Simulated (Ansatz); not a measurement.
`C=CI` and `C=[CH][GaH2]` differ in one atom or group.

Ansatz, PBE0-D4/def2-TZVP geometries, multiplicity 1. 

Elements past krypton have def2 core potentials. Scalar relativity is left out up to krypton.

```csv
property,`C=CI`
size of the dipole moment (B3LYP/def2-TZVPP) / D,1.25
HOMO energy (B3LYP/def2-TZVPP) / eV,-6.86
size of the dipole moment (ωB97M-V/def2-TZVPP) / D,1.30
LUMO energy (B3LYP/def2-TZVPP) / eV,-0.87
HOMO energy (PBE0/def2-TZVPP) / eV,-7.09
HOMO–LUMO gap (B3LYP/def2-TZVPP) / eV,5.99
```

Problem. Give the same properties after the change, and the shifts. (Best estimate.)

Solution. Ansatz gave: 
```json
{"property": "size of the dipole moment (B3LYP/def2-TZVPP) / D", "`C=[CH][GaH2]`": "0.85", "shift": "-0.40"}
{"property": "HOMO energy (B3LYP/def2-TZVPP) / eV", "`C=[CH][GaH2]`": "-7.84", "shift": "-0.98"}
{"property": "size of the dipole moment (ωB97M-V/def2-TZVPP) / D", "`C=[CH][GaH2]`": "0.77", "shift": "-0.53"}
{"property": "LUMO energy (B3LYP/def2-TZVPP) / eV", "`C=[CH][GaH2]`": "-2.01", "shift": "-1.14"}
{"property": "HOMO energy (PBE0/def2-TZVPP) / eV", "`C=[CH][GaH2]`": "-8.04", "shift": "-0.95"}
{"property": "HOMO–LUMO gap (B3LYP/def2-TZVPP) / eV", "`C=[CH][GaH2]`": "5.84", "shift": "-0.15"}
```

With PBE0 the HOMO falls by 0.95 eV and the LUMO falls by 1.13 eV, so the gap narrows by about 0.18 eV. PBE moves the HOMO by -0.77 eV and ωB97M-V by -1.06 eV. The zero-point energy changes by 34.5 kJ/mol with +6 modes. Dipoles are sizes alone; their direction can turn.

B3LYP here is the variant with VWN-RPA as its local correlation; programs differ in this.

Spin–orbit coupling is left out; it splits and shifts lone-pair levels of the heavy atoms by tenths of an eV.
